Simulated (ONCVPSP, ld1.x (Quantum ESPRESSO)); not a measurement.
## Pseudopotentials across the periodic table

Generated with ld1.x 7.5 (TM, RRKJ, ultrasoft, PAW), atompaw 4.2 or ONCVPSP 4.0.1. The cutoff is in Ry: for ld1.x and atompaw files where the sum of valence levels is converged to 10 mRy in a Bessel basis, for ONCV files where the hardest occupied wave has 1 mHa per electron of residual kinetic energy. The error is the largest all-electron minus pseudo excitation energy over each file’s own four to seven test configurations (ionisations up to +4, promotions, holes and added fractions of an electron), all of which were solved. The labels leave out finer settings (local radius, basis sizes, second energies), which also bear on the numbers. Spin-polarised tests are not counted. The rows are a selection from randomly drawn settings: files with unsolved tests, undetermined cutoffs or missed reference levels are left out.

| element | potential | cutoff (Ry) | largest error (meV) | bound ghosts |
| --- | --- | --- | --- | --- |
| O | ONCV, PBE, scalar-relativistic, rc 0.95/1.20/0.90 (spd), local smoothed, core correction yes, reference 2s2 2p2, qcut 6.8/11.5/9.9, projectors 2/2/2 | 205 | +316 | none |
| Mg | ONCV, PBEsol, scalar-relativistic, rc 1.45/1.05 (sp), local smoothed, core correction yes, reference 2s2 2p6 3s1, qcut 8.6/10.3, projectors 2/2 | 110 | -1.1 | none |
| Al | PAW, PBE, scalar-relativistic, rc 1.00/1.20/1.20 (spd), local smoothed, core correction yes, reference 2s2 2p6 3s1.75 3p1.25 | 90 | -28 | none |
| As | ultrasoft, LDA (PZ), fully relativistic, rc 1.65/1.90 (sp), local smoothed, core correction no, reference 4s1.5 4p3.5 | 12 | +24 | none |
| Br | RRKJ, PBE, scalar-relativistic, rc 1.20/1.75/1.55 (spd), local smoothed, core correction yes, reference 4s2 4p5 | 50 | +20 | none |
| Pr | ONCV, LDA (Perdew-Wang 92), scalar-relativistic, rc 2.75/2.05/2.50 (spd), local smoothed, core correction yes, reference 5s2 5p6 5d1 6s2, qcut 5.6/6.7/4.2, projectors 2/2/2 | 28 | -87 | none |
| Hf | TM, LDA (PZ), scalar-relativistic, rc 2.05/3.55/3.05/3.62 (spdf), local s, core correction yes, reference 5d2 6s2 6p0 | 18 | -324 | none |

(1) Fill in the row for Cl: ultrasoft, PBE, scalar-relativistic, rc 1.45/1.30/1.35 (spd), local smoothed, core correction no, reference 3s2 3p3.

## Answers

(1) cutoff 21 Ry, largest error +58 meV, bound ghosts: none.
